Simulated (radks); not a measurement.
Excited configurations of the tantalum ion Ta+: one electron is placed in a higher orbital outside [Xe] 4f14 5d3. The ground configuration is [Xe] 4f14 5d3 6s1. Method: Dirac Kohn-Sham, LDA (Slater exchange, Perdew-Wang correlation), spin-unpolarised, spherical densities, finite nucleus; open shells are shared between the two j in proportion to 2j + 1; Fermi nuclear charge, rms radius 5.3507 fm; computed with a radial shooting solver on a logarithmic mesh with Libxc functionals. Excitation = E - E(ground); binding = E(ion) - E, where the ion is the core of charge +2; n* = 2/sqrt(2 binding) in atomic units, and the quantum defect is n - n*. Eigenvalue and <r> are those of j = l + 1/2.

| outer orbital | excitation (eV) | binding (eV) | quantum defect | <r> (bohr) |
|---|---|---|---|---|
| 5f | 11.699 | 3.597 | 1.110 | 8.284 |
| 6p | 5.132 | 10.165 | 3.686 | 4.022 |
| 6d | 10.053 | 5.243 | 2.778 | 6.641 |
| 6f | 12.854 | 2.443 | 1.280 | 14.23 |
| 7s | 8.969 | 6.328 | 4.067 | 6.729 |
| 7p | 10.389 | 4.907 | 3.670 | 8.357 |
| 7d | 12.142 | 3.154 | 2.846 | 12.11 |
| 7f | 13.558 | 1.738 | 1.405 | 21.63 |

The Delta-SCF ionisation energy is 15.296 eV (NIST Atomic Spectra Database: 16.2 eV, semi-empirical). Self-interaction in the functional shifts the binding energies and quantum defects, so they are the method's values and not measured ones. Spin polarisation and multiplet splitting are left out, so open shells lie too high by an amount that depends on their filling. Sharing an open shell by 2j + 1 raises it above the true ground level by a part of the spin-orbit splitting, which enters the differences from NIST.

Beside tabulated values, note that spin-unpolarised runs miss the spin-polarisation part of the exchange energy of open shells.
